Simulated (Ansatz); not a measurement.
Cu₄Ag⁻, 5 atoms. Hardware: 4 threads of Arm Neoverse V1 on a shared host.

In the def2 sets Ag takes a core potential; there is no spin–orbit coupling. Correlated methods freeze 36 core orbitals; core or outer-core shells of Ag are correlated, in sets that lack core-valence functions.

Question: How many basis functions does each of these Ansatz runs have, and roughly what does it cost? PBE0-D4/def2-TZVPD, charge -1 singlet, energy, from earlier orbitals; PBE-D4/def2-TZVPD, charge -1 singlet, energy and forces, from earlier orbitals; LDA (SPW92)/def2-TZVPD, charge -1 singlet, energy, from earlier orbitals; PBE-D4/def2-SVPD, charge -1 singlet, relaxation, 9 steps; r2SCAN-D4/def2-TZVPD, charge -1 singlet, energy, from earlier orbitals; ωB97X-V/def2-TZVPD, charge -1 singlet, energy, from earlier orbitals; MP2/def2-TZVPD, charge -1 singlet, energy, from earlier orbitals; CCSD(T)/def2-SVPD, charge -1 singlet, energy, from earlier orbitals; r2SCAN0-D4/def2-TZVPD, charge -1 singlet, energy, from earlier orbitals.

Answer: Other jobs shared the machine, so times can vary by a factor of up to 3. A dash marks memory too small to be measured apart from the calling script's.

```
                                                                           run  functions  fitting or Cholesky vectors  wall time  peak host memory (GiB)
      LDA (SPW92)/def2-TZVPD, charge -1 singlet, energy, from earlier orbitals        232                         2229      3.2 s                       –
PBE-D4/def2-TZVPD, charge -1 singlet, energy and forces, from earlier orbitals        232                         2229      6.5 s                       –
        r2SCAN-D4/def2-TZVPD, charge -1 singlet, energy, from earlier orbitals        232                         2229       13 s                    0.57
          PBE0-D4/def2-TZVPD, charge -1 singlet, energy, from earlier orbitals        232                         2302       15 s                       1
              MP2/def2-TZVPD, charge -1 singlet, energy, from earlier orbitals        232                         2302       17 s                     1.1
       r2SCAN0-D4/def2-TZVPD, charge -1 singlet, energy, from earlier orbitals        232                         2302       19 s                     1.1
                      PBE-D4/def2-SVPD, charge -1 singlet, relaxation, 9 steps        170                         1880       30 s                       –
          ωB97X-V/def2-TZVPD, charge -1 singlet, energy, from earlier orbitals        232                         2302       31 s                     1.3
           CCSD(T)/def2-SVPD, charge -1 singlet, energy, from earlier orbitals        170                         1786    2.6 min                     1.9
```
